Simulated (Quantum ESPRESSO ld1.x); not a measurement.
ld1.x (Quantum ESPRESSO 7.5) input

```
 &input
    zed=42.0,
    iswitch=1,
    rel=1,
    dft='REVPBE',
    config='[Ne] 3s1',
    verbosity='high',
    prefix='ld1',
    max_out_wfc=37,
    file_charge='ld1.rho',
 /
```

Output:

```
     Program LD1 v.7.5 starts

     --------------------------- All-electron run ----------------------------

     scalar relativistic calculation

     atomic number is 42.00
     dft =REVPBE   lsd =0 sic =0 latt =0  beta=0.20 tr2=1.0E-14
     Exchange-correlation= REVPBE
                           (   1   4   4   4   0   0   0)
     mesh =2043 r(mesh) =  99.31835 a.u. xmin = -8.00 dx = 0.00800
     1 Ry =  13.60569312 eV, c = 137.03599908

     n l     nl                  e(Ry)          e(Ha)          e(eV)
     1 0     1S 1( 2.00)   -1582.047691403    -791.023845701 -21524.8553952
     2 0     2S 1( 2.00)    -323.628951264    -161.814475632  -4403.1961966
     2 1     2P 1( 6.00)    -303.181725410    -151.590862705  -4124.9975164
     3 0     3S 1( 1.00)    -129.545959100     -64.772979550  -1762.5625648

     final scf error:  1.0E-15 reached in  30 iterations

     Etot =   -6614.775750 Ry,   -3307.387875 Ha,  -89998.608926 eV

     Ekin =    6859.036031 Ry,    3429.518015 Ha,   93321.939356 eV
     Encl =  -14225.751575 Ry,   -7112.875787 Ha, -193551.210371 eV
     Eh   =     896.387356 Ry,     448.193678 Ha,   12195.971287 eV
     Exc  =    -144.447562 Ry,     -72.223781 Ha,   -1965.309198 eV

     normalization and overlap integrals

     s(1S/1S) =  1.000000  <r> =   0.0351  <r2> =    0.0017  r(max) =   0.0229
     s(1S/2S) = -0.009189
     s(1S/3S) = -0.004398
     s(2S/2S) =  1.000000  <r> =   0.1509  <r2> =    0.0267  r(max) =   0.1288
     s(2S/3S) = -0.002686
     s(2P/2P) =  1.000000  <r> =   0.1310  <r2> =    0.0209  r(max) =   0.1021
     s(3S/3S) =  1.000000  <r> =   0.3658  <r2> =    0.1521  r(max) =   0.3473

     ------------------------ End of All-electron run ------------------------
```

Run on one thread of a shared host, so times are rough (Intel(R) Xeon(R) Processor @ 2.60GHz): 0.64 s of CPU time, 0.66 s wall, 30 iterations on 2043 mesh points.
